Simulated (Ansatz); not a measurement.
A nudged elastic band was laid between two geometries of C2H7BGeO (12 atoms, charge 0, multiplicity 1).

These are results of Ansatz, RKS PBE/def2-SVP, not measurements.

```yaml
movable_images: 9
climbing_image: yes
spring: 5.0 eV/Å²
optimiser: quadratic models (default)
start_path: straight line
force_threshold: 0.05 eV/Å
iteration_limit: 60
end_points: relaxed
```

Image 0:

```xyz
12
Properties=species:S:1:pos:R:3
B -1.430 0.679 -0.372
C -0.367 0.281 0.638
C 1.107 0.738 0.567
O 1.807 -0.317 -0.146
Ge 0.309 -1.305 -0.483
H -2.560 0.227 -0.280
H -1.136 1.358 -1.343
H -0.682 -0.154 1.607
H 1.214 1.697 0.013
H 1.552 0.870 1.578
H 0.273 -2.676 0.247
H -0.010 -1.455 -1.994
```

Image 10:

```xyz
12
Properties=species:S:1:pos:R:3
B -1.067 0.940 -0.604
C -0.868 -0.268 0.497
C 0.095 0.921 0.456
O 1.423 0.316 -0.106
Ge 0.440 -1.455 -0.225
H -1.995 1.711 -0.409
H -0.757 0.693 -1.769
H -1.493 -0.520 1.368
H 0.334 1.567 1.317
H 2.084 0.275 0.617
H 1.382 -2.390 0.614
H 0.501 -1.846 -1.723
```

(1) What changes between the two ends?

(2) Give the energies along the band, and the barrier.

(3) What is the geometry of the highest image?

## Answers

(1) Bonds broken: C3–H10. Bonds formed: B1–C3, O4–H10.

(2) The forces met the threshold. The highest image is number 8 of 0 to 10, 309.1 kJ/mol above the first end and 155.1 kJ/mol above the last; the last end lies 154.0 kJ/mol above the first. Neighbouring images differ by up to 1.6 eV, so the band resolves the path poorly. The order of the stationary point at the top wasn't checked. The orbitals stay closed-shell, which can raise the energy where a bond breaks towards radicals; this wasn't checked here.

```csv
image,path coordinate (Å),energy (kJ/mol),C3–H10 (Å),B1–C3 (Å),O4–H10 (Å)
0,0.00,0.0,1.11,2.71,2.11
1,0.50,3.5,1.11,2.68,2.11
2,1.01,13.4,1.11,2.63,2.12
3,1.52,24.6,1.11,2.55,2.12
4,2.02,31.6,1.12,2.41,2.12
5,2.53,34.5,1.12,2.22,2.13
6,3.03,49.4,1.11,2.18,2.07
7,3.54,152.7,1.09,2.02,1.71
8,4.04,309.1,1.30,1.74,1.20
9,4.66,181.6,1.86,1.56,0.98
10,5.29,154.0,2.10,1.57,0.98
```

(3) 
```xyz
12
Properties=species:S:1:pos:R:3
B -1.105 0.864 -0.507
C -0.783 -0.280 0.509
C 0.289 0.824 0.528
O 1.568 0.165 -0.205
Ge 0.527 -1.470 -0.310
H -1.919 1.721 -0.202
H -0.706 0.789 -1.662
H -1.329 -0.532 1.434
H 0.399 1.890 0.770
H 1.421 0.359 0.969
H 1.340 -2.521 0.504
H 0.375 -1.864 -1.794
```

Run time: 8.4 min on 2 threads of AMD EPYC 7R13 Processor (Zen 3), with other jobs on the host, peak memory 0.19 GiB.
